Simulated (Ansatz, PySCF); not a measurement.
Gas-phase reaction in SMILES: F[Si](Br)(Br)Br [tribromo(fluoro)silane] -> F[Si](Br)Br + Br atom (the Br-Si bond at the site shown breaks; other sites are not compared here)
Each molecule is optimised on its own at B3LYP-D3(BJ)/def2-TZVP (Ansatz, a quantum-chemistry and plane-wave program). Frequencies are from Ansatz or PySCF.

Wanted: bond dissociation energy (enthalpy at 298 K, with B3LYP-D3(BJ) rigid-rotor harmonic-oscillator terms), in kcal/mol. Cores are frozen in the correlated levels unless marked. Open shells are spin-unrestricted. Spin-orbit coupling is left out. Frozen are the shells of the preceding noble gas and the d and f shells that filled before the atom's block. Non-relativistic. CBS marks a two-point X^-3 extrapolation of the correlation energy; Hartree-Fock from the larger set. [CCSD(T)-MP2]/basis is that difference in the basis named.

```tsv
level	program	bond dissociation energy (kcal/mol)	minus last row
PBE/def2-TZVPD	Ansatz	90.5	-6.0
PBE-D4/def2-TZVPD	Ansatz + dftd4	92.9	-3.6
PBE0/def2-SVP	Ansatz	91.1	-5.4
PBE0-D3(BJ)/def2-TZVPD	Ansatz + dftd3	93.5	-3.0
PBE0-D4/def2-TZVPD	Ansatz + dftd4	93.7	-2.8
PBE0/def2-TZVP	Ansatz	91.7	-4.8
HSE06-D3(BJ)/def2-TZVPD	Ansatz + dftd3	93.5	-3.0
HSE06/def2-TZVPD	Ansatz	91.7	-4.8
CAM-B3LYP-D3(BJ)/def2-TZVPD	Ansatz + dftd3	90.8	-5.7
wB97M-V/def2-TZVPD	Ansatz	95.2	-1.3
B2PLYP-D3(BJ)/def2-TZVPD	Ansatz + dftd3	92.4	-4.1
MP2/def2-SVP	Ansatz	91.0	-5.5
SCS-MP2/def2-TZVPP	Ansatz	94.4	-2.1
CCSD/6-31G	Ansatz	55.1	-41.4
RI-MP2/CBS(def2-TZVPP,def2-QZVPP)+[CCSD(T)-MP2]/def2-TZVPP	Ansatz	96.5	0.0
```
